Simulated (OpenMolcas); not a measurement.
Cu4+: effect of the active space

```json
{
 "Program": "OpenMolcas",
 "Method": "CASSCF or its RAS form",
 "Basis": "ANO-RCC-VTZP",
 "Scalar Hamiltonian": "DKH2, point nucleus",
 "Spin-orbit coupling": "state interaction with AMFI integrals over the reference wave functions, term energies averaged over their components"
}
```

A. 7 electrons in 5 orbitals (3d); 2S+1 = 4 even, 10 roots; 2S+1 = 2 even, 40 roots; cost of the order of 11 core-seconds
B. 13 electrons in 8 orbitals (RAS1 3p, at most 2 holes; RAS2 3d); 2S+1 = 4 even, 10 roots; 2S+1 = 2 even, 40 roots; cost of the order of 23 core-seconds

Energies in eV above 3d7 4F 9/2, the measured ground level; measured values from Sugar and Musgrove, J. Phys. Chem. Ref. Data 19, 527 (1990).

```csv
Level,A,B,Measured
3d7 4F 9/2,0.0000,0.0000,0.0000
3d7 4F 7/2,0.1917,0.1924,0.2003
3d7 4F 5/2,0.3304,0.3305,0.3421
3d7 4F 3/2,0.4245,0.4237,0.4374
3d7 4P 5/2,3.0884,2.8291,2.5822
3d7 2G 9/2,3.1117,3.0819,2.7990
3d7 4P 3/2,3.1412,2.8726,2.6118
3d7 4P 1/2,3.2383,2.9759,2.7196
3d7 2G 7/2,3.2972,3.2622,2.9880
3d7 2P 3/2 [74 %],4.0965,3.6819,3.3495
3d7 2H 11/2,4.1300,4.2955,3.7693
3d7 2P 1/2,4.2943,3.8892,3.5170
3d7 2H 9/2,4.2977,4.4583,3.9456
3d7 2D 5/2(1),4.4793,3.9909,3.8393
3d7 2D 3/2(1),4.7769,4.3178,4.1277
3d7 2F 5/2,7.0962,6.8451,6.1360
3d7 2F 7/2,7.1782,6.9282,6.2081
3d7 2D 3/2(2),11.0732,10.1913,9.5267
3d7 2D 5/2(2),11.1653,10.3055,9.6296
```

Deviations, from unrounded energies. A percentage is the sum of absolute deviations over the sum of measured energies, with the sign that they share, or ± where signs differ.

```tsv
Against measurement	Levels	A	B
mean absolute deviation (cm-1)	18	4800	2800
fine structure of the ground term (%)	3	-3.4	-3.4
other terms of the ground configuration (%)	15	+15.8	+9.1
```

B lies closest to measurement on these levels. The largest miss of B in the table is 3d7 2F 7/2, by +5800 cm-1. The ranking rests on the paired levels alone, and a cruder setting can come out closer through cancelling errors.

Between A and B the level of the table that moves most is 3d7 2D 3/2(2), by 7100 cm-1 (lowest in B, highest in A).

Without dynamic correlation excited terms often stand tens of per cent too high (terms of higher spin than the ground term too low), and those without a measured partner can miss by more than the paired ones. Active for correlation alone: 3p; no level in the range computed is led by a configuration that opens it, so any true level of that kind is missing (holds for B). Computed and measured levels are paired by configuration, term and J; levels that our copy of the source lacks, or whose pairing is in doubt (as where it misses far off the trend of its configuration), stay unpaired and out of the deviations. Only configurations of the active space appear.

A share in square brackets marks a mixed level and gives the weight of the term that names it, the lowest over the columns. A number in round brackets counts repeated terms of one configuration in the order of the reference energies.
